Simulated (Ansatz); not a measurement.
C$_{2}$H$_{3}$AlOS, relaxed with RKS PBE-D4/def2-SVP in Ansatz from a rough embedded geometry. The force threshold is 0.03 eV/Å; the program also tests the step.

Charge 0, multiplicity 1. The bonds changed during the relaxation, so this is another structure than the one it started from.

Start:

```xyz
8

C    -1.347    0.686   -0.503
Al   -0.037   -0.343    0.508
S     0.864   -2.067    1.053
C     2.056   -0.772    0.643
O     3.155   -0.350    0.380
H    -1.192    0.580   -1.597
H    -2.359    0.453   -0.206
H    -1.140    1.812   -0.278
```

Q: By how much does the energy fall, and how many steps does the optimiser take? (An estimate is asked.)

A: Computed: 1.99 eV, in 11 steps, 1 of them rejected.

Q: Which bonds change most? (Estimate.)

A: The calculation gave: Al2–C4 from 2.141 to 2.042 Å; C1–H8 from 1.167 to 1.110 Å; C4–O5 from 1.206 to 1.154 Å; Al2–S3 from 2.020 to 2.070 Å.

Q: Give the relaxed structure. (An estimate is asked.)

A: Ansatz gave: 
```xyz
8

C    -1.220    0.671   -0.470
Al   -0.019   -0.630    0.341
S     0.521   -2.368    1.328
C     1.986   -0.242    0.307
O     3.136   -0.238    0.408
H    -1.145    0.652   -1.578
H    -2.273    0.450   -0.199
H    -0.987    1.703   -0.136
```
